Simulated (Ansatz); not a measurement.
**Counterpoise correction, worked out**

The pair of Li⁺ (SMILES [Li+], atom 1) and Si2H6 (SMILES [SiH3][SiH3], atoms 2–9), both closed shells, in one local arrangement (a lower one may exist), relaxed at PBE0-D4/def2-TZVP:

| atom | x (Å) | y (Å) | z (Å) |
| --- | --- | --- | --- |
| Li1 | 0.0875 | -0.0687 | -2.1737 |
| Si2 | -0.1677 | -1.1603 | 0.4016 |
| Si3 | 0.1378 | 1.1838 | 0.3399 |
| H4 | -1.4914 | -1.5616 | 0.9192 |
| H5 | -0.1718 | -1.5622 | -1.0685 |
| H6 | 0.9772 | -1.8785 | 0.9977 |
| H7 | 1.4167 | 1.6202 | 0.9359 |
| H8 | -1.0495 | 1.9351 | 0.7957 |
| H9 | 0.2611 | 1.4923 | -1.1475 |

Computed with Ansatz 0.2.0 (basis: def2-TZVPPD); correlated methods freeze the cores. The outer core shell of Li, Na, Mg and K is correlated.

MP2 total energies in eV:

| system | geometry | basis functions | energy |
| --- | --- | --- | --- |
| pair | pair | all | -16025.51311 |
| Li⁺ | as in the pair | all (partner as ghosts) | -197.73003 |
| Si2H6 | as in the pair | all (partner as ghosts) | -15826.85106 |
| Li⁺ | as in the pair | its own | -197.72650 |
| Si2H6 | as in the pair | its own | -15826.84194 |
| Li⁺ | free (PBE0-D4 minimum) | its own | -197.72650 |
| Si2H6 | free (PBE0-D4 minimum) | its own | -15827.01163 |

**Question.** Work out the interaction energy with and without the counterpoise correction, the superposition error, and the binding energy from the relaxed fragments.

**Answer.** Without correction: -16025.51311 − (-197.72650) − (-15826.84194) = -0.94467 eV.
With correction (each fragment in the whole basis): -16025.51311 − (-197.73003) − (-15826.85106) = -0.93202 eV = -21.49 kcal/mol.
The superposition error is the difference, 0.01265 eV, 1 % of the uncorrected value: each fragment borrows its partner's functions.
Deformation from the free shapes: 0.00000 eV for Li⁺ and 0.16969 eV for Si2H6.
Binding energy from relaxed fragments: -0.93202 + 0.00000 + 0.16969 = -0.76233 eV = -17.58 kcal/mol (electronic, without zero-point energy; negative means bound). For comparison, the corrected interaction energy by CCSD(T) at an estimated basis limit (MP2 extrapolated from triple and quadruple zeta, plus CCSD(T) − MP2 in triple zeta) is -0.972 eV.

The T1 diagnostic stays at or below 0.013.

For scale, one of the runs: CCSD(T)/def2-TZVPPD, 220 basis functions, launched by `ansatz run in.yaml --threads 2 --pin off --events-out ev --progress --plain --max-ram 5222MiB`. Hardware: 2 CPU threads, shared host. Wall time 34 s; peak host memory 3.1 GiB.
